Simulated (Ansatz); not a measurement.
Stepwise reaction of `[Cl][GeH]([Cl])[GeH3]` with hydrogen fluoride, as a gas-phase model of exchange steps in deposition or etching. ΔE in kJ/mol; ΔG adds harmonic PBE0-D4 terms to CCSD(T)/CBS, at 1 bar.

Isolated molecules relaxed with PBE0-D4/def2-TZVP in Ansatz; ΔE leaves out vibrations. CCSD(T)/CBS adds triple-zeta CCSD(T) − MP2 to the extrapolated MP2 energy (def2 sets, frozen cores). This one scheme is used for every species. DFT in def2-TZVPP. B3LYP here is the variant with VWN-RPA as its local correlation; programs differ in this. For Ge outer-core shells are correlated without core-valence functions, which leaves a few kJ/mol of doubt a bond. Scalar relativity is left out up to krypton.

| step | reaction | PBE-D4 | B3LYP-D4 | ωB97M-V | CCSD(T)/CBS | ΔG(500 K) |
| --- | --- | --- | --- | --- | --- | --- |
| 1 | `[Cl][GeH]([Cl])[GeH3]` + H–F → `[F][GeH]([Cl])[GeH3]` + HCl | 15.7 | 12.5 | 12.4 | 18.5 | 11.8 |
| 2 | `[F][GeH]([Cl])[GeH3]` + H–F → `[F][GeH]([F])[GeH3]` + HCl | 13.2 | 9.3 | 9.5 | 14.8 | 8.6 |

Task: By hand: ΔE of the 2 steps together at CCSD(T)/CBS.

Result: (18.5) + (14.8) = 33.3 kJ/mol, or 16.6 kJ/mol a step.

In ΔE the steps differ by no more than 3.7 kJ/mol. All are uphill at CCSD(T)/CBS. ΔG lies between 8.6 and 11.8 kJ/mol a step. PBE-D4 differs from CCSD(T)/CBS by -2.8 to -1.6 kJ/mol a step. Isolated molecules leave out the surface, adducts and barriers. Largest T1 diagnostic: 0.012.
